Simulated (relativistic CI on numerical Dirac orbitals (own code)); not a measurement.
**The 3d ions of charge 5+**

Method of calculation: Dirac-Coulomb-Breit CI, orbitals from a KLI potential per configuration, model QED, valence Slater integrals scaled by 0.85 (own radial code, finite nucleus).

Each species is treated in one configuration, given outside its closed core, with all valence electrons in the open shell. Radial values are for the open shell of highest l, unscaled and averaged over j; ζ includes the Breit term. Labels give the leading LS character, summed over repeated terms.

```tsv
Ion	Configuration	Its lowest level	LS weight (%)	F² (cm⁻¹)	F⁴ (cm⁻¹)	⟨r⟩ (bohr)	⟨r²⟩ (bohr²)	Next level	E (cm⁻¹)
Cr5+	3d	²D3/2	100			0.9537	1.094	²D5/2	902.67
Mn5+	3d²	³F2	100	107000	67630	0.9068	0.9927	³F3	719.25
Fe5+	3d³	⁴F3/2	100	112000	70700	0.8647	0.9056	⁴F5/2	494.74
Co5+	3d⁴	⁵D0	100	116900	73740	0.8266	0.8302	⁵D1	198.08
Ni5+	3d⁵	⁶S5/2	100	121800	76760	0.7919	0.7644	⁴G11/2	39424
Cu5+	3d⁶	⁵D4	100	126700	79750	0.7603	0.7066	⁵D3	1178.6
Zn5+	3d⁷	⁴F9/2	99	131500	82730	0.7312	0.6555	⁴F7/2	2103.2
```
